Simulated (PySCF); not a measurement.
**SnTe⁺ at PBE0**

Computed with PBE0; basis Sn def2-SVP with ECP28, Te def2-SVP with ECP28; scalar-relativistic core potentials; PySCF 2.14.

- state: ²Π (doublet), unpaired electrons π ↑
- bond length: 2.694 Å
- harmonic wavenumber: 216 cm⁻¹
- force constant: 1.71 mdyn/Å
- rotational constant Be: 0.03724 cm⁻¹
- anharmonicity ωexe: 0.398 cm⁻¹
- vibration–rotation constant αe: 8.76e-05 cm⁻¹
- well depth De to Sn⁺ + Te: 277 kJ/mol
- dissociation energy D0: 276 kJ/mol
- bond order (Mayer): 1.70
- dipole moment (positive dipole points towards Te; it is taken about the centre of mass and depends on that origin): -3.20 D

Spin–orbit coupling is left out, which matters for elements this heavy, above all for dissociation energies. For an ion De counts to the pair picked by the measured ionisation energies or electron affinities, which need not be the lowest pair at this level. The state was picked by a PBE0 search and need not be the measured ground state.
